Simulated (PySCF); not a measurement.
[HoBr2]+ at several levels of theory

Computed with PySCF 2.14.0 (density fitting, no spin-orbit coupling) at the geometry relaxed with PBE0:

```xyz
3
[HoBr2]+ (singlet in the valence; each metal's 4f electrons, 10 of them, lie in its core potential, out of spins and levels)
Ho    0.0000    0.0000   -0.7409
Br    2.0763    0.0000    0.6696
Br   -2.0763    0.0000    0.6696
```

```tsv
level	basis	state	HOMO (eV)	gap (eV)	charge on Ho1 (e)	population of f-type functions on Ho1 (polarisation alone where 4f lies in the core)	dipole about the centre of mass (D)	largest force component (eV/Å)
PBE0	Ho lcecp-1-SVP with ECP56, Br def2-SVP	singlet	-13.02	4.99	1.25	0.03	7.02	0.03
PBE0	Ho lcecp-1-TZVP with ECP56, Br def2-TZVP	singlet	-12.96	5.03	1.53	0.03	6.89	0.09
```

In the lcecp rows the 4f levels are missing from HOMO and gap, and the state counts the valence alone.

Charges are Mulliken's, which hang on the basis. The relaxation used the grid (50, 194), these runs (75, 302) or, all-electron (x2c bases, spin-free X2C Hamiltonian), (99, 590).

**Question.** A further run in the first row's basis gives HOMO (eV) -12.40, gap (eV) 4.13, charge on Ho1 (e) 1.26, population of f-type functions on Ho1 (polarisation alone where 4f lies in the core) 0.03, dipole about the centre of mass (D) 6.96, largest force component (eV/Å) 0.19. Which level was it?
A. wB97X
B. TPSSh

**Answer.** B. The others give HOMO -15.21 eV (wB97X).

In the first row's basis the gap widens with exact exchange: 4.1 to 5.0 eV for TPSSh, PBE0 (a fixed share); 9.2 eV for wB97X (rising or full at long range).

An lcecp potential fixes the number of 4f electrons, so in runs with it no electron can move into or out of that shell.
